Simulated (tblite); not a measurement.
Compound: C4H8Cl2GeS2.
Geometry (GFN2-xTB, Å), atoms numbered from 1 in this order:
```xyz
17
C4H8Cl2GeS2 angstrom
C      3.4077   -0.0597   -0.6005
C      2.0369   -0.0025   -0.0308
S      1.7186   -0.3794    1.5308
S      0.7911    0.5093   -1.1158
Ge    -0.9113    0.4286    0.4019
C     -1.4806   -1.4045    0.8971
C     -2.4357    1.2101   -0.6747
Cl    -3.7745    1.3445    0.4753
Cl    -2.8648    0.1159   -1.9915
H      3.7737    0.9546   -0.7657
H      3.4028   -0.5656   -1.5648
H      4.0794   -0.5700    0.0850
H     -0.6682    1.4594    1.4898
H     -0.6395   -2.0902    0.9193
H     -1.9406   -1.3835    1.8799
H     -2.2074   -1.7499    0.1671
H     -2.2947    2.1949   -1.1124
```

Level: GFN2-xTB in tblite, geometry and Hessian alike; calculated harmonic values, unscaled, isolated species. The method is semi-empirical: single wavenumbers can be off by several per cent or more. Modes of hydrogen on germanium can be 10 to 20 % off. One conformer, not necessarily the lowest. The optimisation stopped once no atom felt more than 0.01 eV/Å.

Lowest wavenumbers of the output (negative numbers stand for imaginary wavenumbers):
```
mode    cm-1
  1     -65.3
  2      29.0
  3      42.1
  4      52.2
  5      58.6
  6      74.9
  7     103.5
  8     124.5
  9     148.4
 10     165.6
 11     184.6
 12     248.1
 13     285.9
 14     330.0
 15     398.1
```

Problem. Is this structure a minimum?

Solution. No. 1 mode is imaginary beyond 20i (65i cm⁻¹), so at this level the point lies at or near a first-order saddle.

Problem. Which atoms move in the imaginary mode?

Solution. 65i: H15 (methyl hydrogen) 36 %, H16 (methyl hydrogen) 28 %, H14 (methyl hydrogen) 27 %. These are shares of the mass-weighted motion.

Problem. What is the remedy?

Solution. Step along that mode in both directions, optimise again with tighter thresholds and repeat the frequencies. The zero-point energy of this point (66.3 kcal/mol) counts the 44 real modes alone, and thermal corrections from it aren't those of a minimum.

Hardware: Arm Neoverse N1, one thread, on a shared host. Cost: 2.1 s wall. This covers the Hessian and the dipole derivatives.
